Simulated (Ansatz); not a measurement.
Reaction (hydrogenolysis of the Si–P bond): `[OH][AlH][SiH2]P` + H₂ → `[OH][AlH][SiH3]` + PH₃

Isolated molecules relaxed with PBE0-D4/def2-TZVP in Ansatz; ΔE leaves out vibrations. CBS: MP2 limit from def2 TZ/QZ plus the TZ coupled-cluster correction, frozen cores. This one scheme is used for every species. DFT in def2-TZVPP. HSE06 is defined as in plane-wave codes. Each species was taken in one conformer, which may not be the lowest.

`[OH][AlH][SiH2]P`:

Z-matrix (Å, degrees):
```
Si
Al 1 2.436
P 1 2.276 2 110.2
H 1 1.490 2 114.2 3 119.2
H 1 1.492 2 113.0 3 -117.5
O 2 1.698 1 115.7 3 -91.6
H 2 1.590 1 124.8 3 82.9
H 3 1.422 1 94.8 2 -46.5
H 3 1.422 1 94.8 2 47.2
H 6 0.956 2 123.4 1 174.9
```

H₂:

Cartesian coordinates in Å:
```
H -0.044 0.083 0.361
H 0.044 -0.083 -0.361
```

`[OH][AlH][SiH3]`:

Cartesian coordinates in Å:
```
O -1.107 1.828 -0.456
Al -0.845 0.404 0.432
Si 1.086 -0.943 -0.233
H -1.828 2.430 -0.277
H -1.842 0.044 1.618
H 0.682 -2.357 -0.483
H 2.101 -0.974 0.860
H 1.753 -0.432 -1.461
```

PH₃:

Cartesian coordinates in Å:
```
P -0.445 -0.371 0.040
H 0.739 -0.658 -0.690
H 0.274 0.100 1.170
H -0.567 0.928 -0.520
```

(1) Is it downhill or uphill in electronic energy at CCSD(T)/CBS, and by how much? (Estimate.)

(2) What do these levels give: revPBE-D4, BLYP-D4, B97M-V, r2SCANh-D4, r2SCAN0-D4, PBE, BLYP, HSE06, HF/def2-TZVPP, SCS-MP2/def2-TZVPP, HF/def2-QZVPP, SCS-MP2/def2-QZVPP? (An estimate is asked.)

Largest T1 diagnostic among the species: 0.014.

Answers

(1) The calculation gave: Uphill: ΔE = +4.6 kJ/mol.

(2) The calculation gave: revPBE-D4 18.0, BLYP-D4 6.9, B97M-V 2.9, r2SCANh-D4 8.2, r2SCAN0-D4 6.2, PBE 7.2, BLYP -6.8, HSE06 3.3, HF/def2-TZVPP -26.9, SCS-MP2/def2-TZVPP -2.4, HF/def2-QZVPP -26.9, SCS-MP2/def2-QZVPP 0.8 kJ/mol.

At CCSD(T), def2-SVP lies −19.6 kJ/mol from the extrapolated value and def2-TZVPP −5.6 kJ/mol. Leaving LDA and LC-ωPBE aside and taking each functional with its dispersion term where it has one, the values, not all of them listed here, spread over 24.3 kJ/mol, from CAM-B3LYP-D4 to revPBE-D4.
